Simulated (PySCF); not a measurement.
## Calculated data, CH$_{4}$AlFSi, Al$_{2}$FH$_{2}$N, Al$_{2}$FH$_{2}$O, AlBH$_{4}$NO

All values are calculated (PySCF 2.14.0). Calculation on a computer-drawn molecule: the log of a Hartree-Fock and frozen-core CCSD(T) single point meant for a local Hartree-Fock minimum, with one planted fault or none, to be diagnosed. Offsets are logged minus clean, where the clean run is the same molecule without the fault. The reference is restricted for singlets and unrestricted otherwise, and also for a bond in bohr or an excited solution. Adding or removing an electron swaps singlet and doublet. The excited solution moves the top pair (singlet) or top alpha electron (doublet) to the lowest empty orbital. Highest occupied and lowest empty are orbital energies over both spins, largest force is the largest gradient component, triples share is (T) over the correlation energy, the T1 limit is 0.02 restricted and 0.045 unrestricted, electrons count all cores, a negative frequency is imaginary (commonest isotopes), and the dipole is about the centre of nuclear charge.

Common to all runs: meant basis cc-pV(D+d)Z; logged SCF converged yes; logged CC converged yes; logged SCF stable within its kind yes; possible faults no fault, one electron removed, one electron added, multiplicity raised by two, geometry at a saddle point, SCF held on an excited solution, minimal basis STO-3G, one bond length entered in bohr, all coordinates scaled.

(1) CH$_{4}$AlFSi

Logged structure:
```xyz
8
CH4AlFSi
F     -1.3426    -0.0324    -0.1061
Al    -0.6510     1.4588     0.1429
C      1.1878     1.4884     0.6339
Si     2.1290     0.0845     0.8215
H     -1.5910     2.7018    -0.0536
H      1.6863     2.4407     0.8082
H      1.5975    -1.2712     0.6205
H      3.5545     0.0781     1.1998
```

| Item | Value |
| --- | --- |
| meant charge | 0 |
| meant multiplicity | 1 |
| logged electrons | 47 |
| logged basis functions | 94 |
| logged spin squared | 0.8169 |
| logged highest occupied | 0.17308 eV |
| logged lowest empty | 6.9901 eV |
| logged largest force | 0.047165 hartree/bohr |
| logged T1 diagnostic | 0.019524 |
| logged D1 diagnostic | 0.08206 |
| logged triples share | 0.02732 |
| logged dipole magnitude | 0.18863 debye |
| logged energy HF | -670.50245 hartree |
| logged energy CCSD(T) | -671.05193 hartree |
| planted fault | one electron added |
| HF energy offset from clean run | 16.02 kcal/mol |
| CCSD(T) energy offset from clean run | 7.064 kcal/mol |

Drawn bonds:
```csv
atom,other atom,order
1,2,1
2,3,1
3,4,2
2,5,1
3,6,1
4,7,1
4,8,1
```

Notes: highest electron not bound in this basis.

(2) Al$_{2}$FH$_{2}$N

Logged structure:
```xyz
6
Al2FH2N
F     -0.0911     3.6408     0.0826
Al     0.2276     2.2019    -0.6927
N      0.0540     0.6836     0.1279
Al    -0.1713    -0.6252     1.0759
H      0.6820     2.3907    -2.1861
H     -0.3715    -1.9014     1.9382
```

| Property | Result |
| --- | --- |
| meant charge | 0 |
| meant multiplicity | 1 |
| logged electrons | 44 |
| logged basis functions | 84 |
| logged spin squared | 0 |
| logged highest occupied | -9.804 eV |
| logged lowest empty | 1.4279 eV |
| logged largest force | 6.768e-06 hartree/bohr |
| logged lowest frequency | 51.597 cm⁻¹ |
| logged T1 diagnostic | 0.02152 |
| logged D1 diagnostic | 0.057623 |
| logged triples share | 0.028184 |
| logged dipole magnitude | 6.2401 debye |
| logged energy HF | -638.97022 hartree |
| logged energy CCSD(T) | -639.48062 hartree |
| planted fault | no fault |
| HF energy offset from clean run | 0 kcal/mol |
| CCSD(T) energy offset from clean run | 0 kcal/mol |

Drawn bonds:
```csv
atom,other atom,order
1,2,1
2,3,1
3,4,2
2,5,1
4,6,1
```

Notes: T1 above single-reference limit.

(3) Al$_{2}$FH$_{2}$O

Logged structure:
```xyz
6
Al2FH2O
F      1.4949    -1.0865     0.9605
Al     0.9600     0.4614     1.0102
O      0.0577     1.0225    -0.2544
Al    -0.8436     1.4926    -1.5745
H     -0.1123     2.1270    -2.7929
H     -2.3871     1.2984    -1.5348
```

| Item | Value |
| --- | --- |
| meant charge | 0 |
| meant multiplicity | 2 |
| logged electrons | 45 |
| logged basis functions | 84 |
| logged spin squared | 0.7517 |
| logged highest occupied | -9.1588 eV |
| logged lowest empty | 0.79338 eV |
| logged largest force | 0.011151 hartree/bohr |
| logged T1 diagnostic | 0.016775 |
| logged D1 diagnostic | 0.045121 |
| logged triples share | 0.018741 |
| logged dipole magnitude | 1.8517 debye |
| logged energy HF | -659.47201 hartree |
| logged energy CCSD(T) | -659.97683 hartree |
| planted fault | all coordinates scaled, by -1.2 % |
| HF energy offset from clean run | 0.5803 kcal/mol |
| CCSD(T) energy offset from clean run | 1.538 kcal/mol |

Drawn bonds:
```csv
atom,other atom,order
1,2,1
2,3,1
3,4,1
4,5,1
4,6,1
```

(4) AlBH$_{4}$NO

Logged structure:
```xyz
8
AlBH4NO
N     -0.3266    -0.4655    -2.4454
Al     0.4951     0.6908    -1.4719
B      1.5240     2.1820    -0.2294
O      0.7610     3.2308     0.0128
H     -1.2584    -0.3636    -2.8146
H      0.0437    -1.3549    -2.7395
H      2.6385     1.9937     0.1428
H      1.1404     3.9215     0.5479
```

| Quantity | Value |
| --- | --- |
| meant charge | 1 |
| meant multiplicity | 1 |
| logged electrons | 37 |
| logged basis functions | 85 |
| logged spin squared | 0.7821 |
| logged highest occupied | -4.7608 eV |
| logged lowest empty | 1.6062 eV |
| logged largest force | 0.049807 hartree/bohr |
| logged T1 diagnostic | 0.022543 |
| logged D1 diagnostic | 0.088777 |
| logged triples share | 0.026979 |
| logged dipole magnitude | 0.86656 debye |
| logged energy HF | -398.2362 hartree |
| logged energy CCSD(T) | -398.77662 hartree |
| planted fault | one electron added |
| HF energy offset from clean run | -97.73 kcal/mol |
| CCSD(T) energy offset from clean run | -105.6 kcal/mol |

Drawn bonds:
```csv
atom,other atom,order
1,2,1
2,3,1
3,4,1
1,5,1
1,6,1
3,7,1
4,8,1
```

(5) AlBH$_{4}$NO

Logged structure:
```xyz
8
AlBH4NO
N     -0.3266    -0.4655    -2.4454
Al     0.4951     0.6908    -1.4719
B      1.5240     2.1820    -0.2294
O      0.7610     3.2308     0.0128
H     -2.0874    -0.2730    -3.1431
H      0.0437    -1.3549    -2.7395
H      2.6385     1.9937     0.1428
H      1.1404     3.9215     0.5479
```

| Quantity | Value |
| --- | --- |
| meant charge | 1 |
| meant multiplicity | 1 |
| logged electrons | 36 |
| logged basis functions | 85 |
| logged spin squared | 0.7079 |
| logged highest occupied | -15.757 eV |
| logged lowest empty | -4.5765 eV |
| logged largest force | 0.029417 hartree/bohr |
| logged T1 diagnostic | 0.066114 |
| logged D1 diagnostic | 0.31837 |
| logged triples share | 0.034573 |
| logged dipole magnitude | 1.5605 debye |
| logged energy HF | -397.93086 hartree |
| logged energy CCSD(T) | -398.46036 hartree |
| planted fault | one bond length entered in bohr, row 4 of the drawn bonds |
| HF energy offset from clean run | 93.87 kcal/mol |
| CCSD(T) energy offset from clean run | 92.9 kcal/mol |

Drawn bonds:
```csv
atom,other atom,order
1,2,1
2,3,1
3,4,1
1,5,1
1,6,1
3,7,1
4,8,1
```

Notes: T1 above single-reference limit.
